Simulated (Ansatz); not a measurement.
C4H5I can be A, `CC1=C(I)C1`, or B, `C=C=C(C)I`.

Isolated molecules relaxed with PBE0-D4/def2-TZVP in Ansatz; ΔE leaves out vibrations. CCSD(T)/CBS adds triple-zeta CCSD(T) − MP2 to the extrapolated MP2 energy (def2 sets, frozen cores). DFT in def2-TZVPP. B3LYP here is the variant with VWN-RPA as its local correlation; programs differ in this. Elements past krypton have def2 core potentials. For I outer-core shells are correlated without core-valence functions, which leaves a few kJ/mol of doubt a bond.

(1) Which is lower in electronic energy at CCSD(T)/CBS, and by how much? (Best estimate.)

(2) Give E(B) − E(A) in kcal/mol with CCSD(T)/def2-TZVPP, B3LYP-D4, HF/def2-TZVPP, CCSD/def2-TZVPP, r2SCAN-D4, B3LYP, ωB97M-V. (Estimate.)

Largest T1 diagnostic: 0.010.

Answers

(1) Computed: B, by 17.7 kcal/mol.

(2) Ansatz gave: CCSD(T)/def2-TZVPP -17.4, B3LYP-D4 -19.9, HF/def2-TZVPP -19.2, CCSD/def2-TZVPP -17.2, r2SCAN-D4 -17.4, B3LYP -19.4, ωB97M-V -17.0. None reverses the order clearly.

In def2-TZVPP, CCSD(T) changes the Hartree–Fock value by +1.8 kcal/mol (the triples alone add −0.2 kcal/mol) and MP2 by +4.6 kcal/mol. From PBE to PBE0 (25 % exact exchange), in def2-TZVPP and without D4, E(B) − E(A) moves by +1.4 kcal/mol.
